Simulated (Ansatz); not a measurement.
## Match the barriers

Saddle point of C$_{2}$H$_{7}$In, closed shell (C₂H₇In ([CH3][InH][CH3]) → C₂H₅In ([CH2][In][CH3]) + H₂; bonds formed: H2–H4; bonds broken: In1–H2, C3–H4), PBE0-D4/def2-TZVP structure:

```
10
angstrom
In -0.3061 0.0784 0.3217
H -0.7487 -0.2763 -1.7513
C -0.4785 1.8659 -0.7017
H -0.4031 0.6457 -1.6720
C 0.7426 -1.5647 1.1919
H -1.5081 1.9920 -1.0503
H -0.0716 2.8128 -0.3372
H 0.0394 -2.3534 1.4584
H 1.2839 -1.2473 2.0837
H 1.4499 -1.9533 0.4570
```

Computed with Ansatz 0.2.0 (basis: def2-TZVPP, with def2-QZVPP for the basis limit); correlated methods freeze the cores. Filled d shells of the heavier atoms are correlated. Core potentials replace the inner electrons of the atoms past krypton. The def2 sets are not built for correlating such inner shells, so the correlated values are less sure here. Extrapolation: Hartree–Fock as exp(−7.88 √X), correlation as X^−2.97. Four methods, as single points on the PBE0-D4 structures, gave these electronic barriers from the start structure: 64.83, 69.49, 72.59, 92.93 kcal/mol.

Task: The methods were, in alphabetical order, HF, MP2, PBE-D4, r2SCAN-D4. Which gave which? (A judgement: the text doesn't fix the answer.)

Result: The calculation gives: PBE-D4 64.83; r2SCAN-D4 69.49; MP2 72.59; HF 92.93 kcal/mol. For comparison, CCSD(T) at an estimated basis limit (MP2 extrapolated from triple and quadruple zeta, plus CCSD(T) − MP2 in triple zeta) gives 72.71 kcal/mol.

The T1 diagnostic stays at or below 0.017. The restricted Hartree–Fock reference is unstable towards an unrestricted one at one or more of these structures.

Labels in which every atom is bracketed show which atoms are joined, not bond orders.

For scale, one of the runs: CCSD(T)/def2-TZVPP, 210 basis functions, launched by `ansatz run in.yaml --threads 4 --pin off --events-out ev --progress --plain --max-ram 9574MiB`. The run took 71 s on 4 CPU threads of an Arm Neoverse V2 (shared host), with 3.2 GiB of host memory at its peak.
